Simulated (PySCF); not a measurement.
# AlSiHS2F4

The system: AlSiHS2F4, a molecule drawn as a unit of a network glass or zeolite (built as: Si Al, F ends, S bridges); neutral, singlet. The structure was relaxed in the gas phase by PBE0-D3(BJ)/def2-SVP. No frequency run checks that it is a minimum.

SMILES: [F][Al-]1([F])[S][Si](F)(F)[SH+]1

| atom | x (Å) | y (Å) | z (Å) |
| --- | --- | --- | --- |
| F1 | -1.923 | 1.376 | -1.701 |
| Al2 | -1.352 | 0.770 | -0.268 |
| F3 | -2.426 | 0.221 | 0.874 |
| S4 | 0.499 | 1.782 | 0.537 |
| Si5 | 1.393 | -0.040 | 0.226 |
| F6 | 1.790 | -0.891 | 1.527 |
| F7 | 2.685 | -0.037 | -0.719 |
| S8 | -0.121 | -1.277 | -0.806 |
| H9 | -0.500 | -1.926 | 0.322 |

Shieldings: GIAO PBE0/pcSseg-1. Shifts are against computed references at the same level: H TMS (σ 31.27 ppm), Si TMS (σ 352.0 ppm). Core levels by delta-SCF with SCAN, pcX-2 on the ionised atom and pcseg-1 elsewhere, spin-free X2C (2p3/2 is the spin-free 2p value less a third of a first-order spin-orbit splitting); from the vacuum level, for chosen atoms.

Give the NMR and core-level values of the distinct atoms.


```
atoms          bonded to  σ (ppm)  δ (ppm)  core level (eV)
   F1               1 Al    346.9        -        1s 691.84
  Al2          2 F + 2 S    497.6        -      2p3/2 81.96
   F3               1 Al    339.4        -        1s 691.91
   S4        1 Al + 1 Si    645.4        -                -
  Si5          2 F + 2 S    369.1    -17.1     2p3/2 110.43
   F6               1 Si    272.5        -                -
   F7               1 Si    277.6        -                -
   S8  1 Al + 1 Si + 1 H    601.7        -     2p3/2 171.61
   H9                1 S    27.90     3.36                -
```

Values are those of this one static structure; atoms that internal rotation interchanges would show their mean in an NMR spectrum.

By CAM-B3LYP/def2-SVPD (TDDFT singlets, Tamm-Dancoff triplets, ionisation by delta-SCF), where does absorption start, and what does vertical ionisation take?

The lowest singlet lies at 6.54 eV (f 0.020), the strongest of the first 6 at 7.32 eV (f 0.051), the lowest triplet at 6.12 eV; vertical ionisation takes 10.99 eV.

The 3 runs behind this took 3.5 min in all, one thread each of AMD EPYC 7R43 64-Core on a shared host, launched as `OMP_NUM_THREADS=1 python cluster_run.py task.json out`.
